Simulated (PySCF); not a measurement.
Correlation energy of Rb³⁺ (rubidium, charge +3)

[Ar] 3d10 4s2 4p4, high-spin 3P determinant. Computed with PySCF 2.14 in cc-pVDZ-X2C, with the spin-free X2C one-electron Hamiltonian (Gaussian nucleus). Frozen: [Ar] 3d10 4s2; 4 electrons correlated.

Total MP2 correlation energy: -1.82 mhartree.

Same-spin part -0.73 and opposite-spin part -1.09 mhartree; SCS-MP2 scales them by 1/3 and 6/5 to -1.56 mhartree.

```csv
level,correlation energy (mhartree)
CCSD,-2.01
(T),0.00
CCSD(T),-2.01
```

Diagnostics: T1 = 0.00033, D1 = 0.0006, largest double amplitude 0.010.

Problem. Is a single reference adequate?

Solution. Yes, within this model without spin-orbit coupling: T1 lies below 0.03 and no double amplitude reaches 0.07.
